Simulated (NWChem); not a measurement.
# SiHOF3; SMILES [Si](O)(F)(F)F

```xyz
6

O      1.1282    -1.1693     0.0000
Si    -0.0021    -0.0112     0.0000
F      0.0991     0.9385    -1.2798
F     -1.4267    -0.7169     0.0000
F      0.0991     0.9385     1.2798
H      2.0593    -0.9312     0.0000
```
Atoms are numbered in this order, from 1.

The geometry was optimised at PBE0/def2-SVP.

Symmetry labels are those of Cs in the frame above (b1 and b2, or b-type labels, depend on it).

**Question.** List the 4 lowest vertical singlet excitations from CAM-B3LYP/def2-SVP, TDA (NWChem).

**Answer.** 
```csv
state,energy (eV),oscillator strength,symmetry,leading excitation (squared amplitude)
S1,9.05,0.030,a",HOMO → LUMO (0.96)
S2,9.92,0.045,a',HOMO−1 → LUMO (0.94)
S3,11.04,0.001,a",HOMO−2 → LUMO (0.78)
S4,11.10,0.001,a",HOMO → LUMO+1 (0.68)
```
